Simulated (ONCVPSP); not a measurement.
# Before and after: ONCV potential for N (Z = 7)

nitrogen (N), optimised norm-conserving Vanderbilt (ONCV), made with ONCVPSP 4.0.1 (LDA (Perdew-Zunger), scalar-relativistic). Core [He], reference 2s2 2p3. Waves: 2s: rc 0.85 bohr, ncon 4, nbas 7, qcut 9.3 1/bohr, 1 projector; 2p: rc 1.45 bohr, ncon 5, nbas 9, qcut 8.4 1/bohr, 2 projectors, debl 1.6 Ha. Local part: polynomial inside 0.75 bohr (lpopt 5, dvloc0 2 Ha). Core correction: Teter function, fcfact 4.75, rcfact 1.7.

Change: all radii but the core radius scaled by about 0.83 (s 0.70, p 1.20 bohr); local potential polynomial inside 0.62 bohr (lpopt 5, dvloc0 2 Ha).

Cutoffs: the cutoffs (Ha) at which the residual kinetic energy of the hardest occupied pseudo-wave falls to 1 and 0.1 mHa per electron; they do not see the model core or the augmentation charge, which bear on the density cutoff. Errors are all-electron minus pseudo energies relative to the spin-unpolarised reference configuration.

Question: How do hardness, ghosts and transferability respond?

Answer: The potential gets harder (31 Ha and 39 Ha → 169 Ha and 247 Ha); of the 4 tests that both files solve, the error grows in 0 and shrinks in 3 by more than 15 % and 0.3 meV (median size 40.9 → 21.3 meV); neither file shows a bound ghost. A smaller radius makes the pseudo-wave follow the all-electron one further in, where it bends more sharply, so more plane waves are needed. Less of the atom is replaced, so other configurations are described better.

```tsv
quantity	base	changed
cutoff, loose	31 Ha	169 Ha
cutoff, tight	39 Ha	247 Ha
loose cutoff by channel	s 31 Ha, p 28 Ha	s 169 Ha, p 33 Ha
bound ghosts	none	none
GHOST(+) flags under 300 eV	none	none
error for 2s2 2p2, meV [ΔE 13.73 eV]	+8.3	+3.7
error for 2s2 2p1, meV [ΔE 42.70 eV]	+73	+34
error for 2s2 2p0, meV [ΔE 89.87 eV]	+294	+136
error for 2s1 2p4, meV [ΔE 11.20 eV]	+8.6	+8.6
rms error of d²Exc/dni dnj with the model core, mHa	1.04	1.10
```
